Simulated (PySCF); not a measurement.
2-pyrimidin-2-yl-1,3-thiazole (C7H5N3S), SMILES c1cnc(-c2nccs2)nc1. Atoms are numbered in the order given.

```xyz
16

C     -0.1152    -3.3780     0.0000
C      1.1389    -2.7608     0.0000
N      1.2848    -1.4377     0.0000
C      0.1605    -0.7116     0.0000
C      0.2758     0.7559     0.0000
N      1.3839     1.4443     0.0000
C      1.1327     2.7844     0.0000
C     -0.1973     3.1384     0.0000
S     -1.1891     1.7285     0.0000
N     -1.0896    -1.2014     0.0000
C     -1.2216    -2.5252     0.0000
H     -0.2240    -4.4636     0.0000
H      2.0591    -3.3571     0.0000
H      1.9643     3.4915     0.0000
H     -0.6267     4.1388     0.0000
H     -2.2436    -2.9215     0.0000
```

Coordinates come from a B3LYP-D3(BJ)/def2-SVP optimisation. The values are those of a single conformer.

Level of theory: SMD-PBE0/6-31G* (PySCF).

Solvation free energies are E(SMD) − E(gas) at the gas-phase geometry, for 1 M in both phases. In vacuum the dipole moment is 1.97 D.

```tsv
solvent	ΔG(solv) (kcal/mol)	its non-electrostatic (CDS) part	dipole (D)
water	-10.5	0.1	2.90
acetonitrile	-11.7	-1.3	2.87
methanol	-10.4	-0.1	2.87
```
